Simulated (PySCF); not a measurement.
**Electronic structure of Sn³⁰⁺ (tin, charge +30) at the LDA level**

Configuration: [Ar] 3d2, high-spin 3F determinant. Computed with PySCF 2.14 in an uncontracted even-tempered set (16 s from 4.4 bohr⁻², ratio 2.5; 11 p from 5.7 bohr⁻², ratio 2.5; 8 d from 5.7 bohr⁻², ratio 2.5; 4 f from 20 bohr⁻², ratio 2.7; 3 g from 30 bohr⁻², ratio 2.7), with no relativity, point nucleus.

```
Total energy                                     : -5395.77 hartree
One-electron energy                              : -6310.17 hartree
Hartree (Coulomb) energy                         : 1021.92 hartree
Exchange-correlation energy                      : -107.52 hartree
Kinetic energy                                   : 5394.60478 hartree
⟨S²⟩                                             : 2.0000
⟨L²⟩                                             : 12.000
Sum of ⟨r⟩                                       : 4.061 bohr
Sum of ⟨r²⟩                                      : 1.222 bohr²
Density at the nucleus (Gaussians lack the cusp) : 86600 bohr⁻³
Spin density at the nucleus                      : -2.50 bohr⁻³
```

```json
{"shell": "1s α", "electrons": "1", "mean orbital energy (hartree)": "-1079.15651", "rms radius, mean of both spins (bohr)": "0.0352"}
{"shell": "1s β", "electrons": "1", "mean orbital energy (hartree)": "-1079.14929", "rms radius, mean of both spins (bohr)": "0.0352"}
{"shell": "2s α", "electrons": "1", "mean orbital energy (hartree)": "-202.90699", "rms radius, mean of both spins (bohr)": "0.141"}
{"shell": "2s β", "electrons": "1", "mean orbital energy (hartree)": "-202.64441", "rms radius, mean of both spins (bohr)": "0.141"}
{"shell": "2p α", "electrons": "3", "mean orbital energy (hartree)": "-193.59492", "rms radius, mean of both spins (bohr)": "0.122"}
{"shell": "2p β", "electrons": "3", "mean orbital energy (hartree)": "-193.39847", "rms radius, mean of both spins (bohr)": "0.122"}
{"shell": "3s α", "electrons": "1", "mean orbital energy (hartree)": "-72.53748", "rms radius, mean of both spins (bohr)": "0.347"}
{"shell": "3s β", "electrons": "1", "mean orbital energy (hartree)": "-72.28279", "rms radius, mean of both spins (bohr)": "0.347"}
{"shell": "3p α", "electrons": "3", "mean orbital energy (hartree)": "-68.99206", "rms radius, mean of both spins (bohr)": "0.335"}
{"shell": "3p β", "electrons": "3", "mean orbital energy (hartree)": "-68.72079", "rms radius, mean of both spins (bohr)": "0.335"}
{"shell": "3d α", "electrons": "2", "mean orbital energy (hartree)": "-63.15171", "rms radius, mean of both spins (bohr)": "0.296"}
```

A non-relativistic calculation at this Z misses sizeable relativistic shifts. Spin-orbit coupling, absent here, splits the open shell strongly.
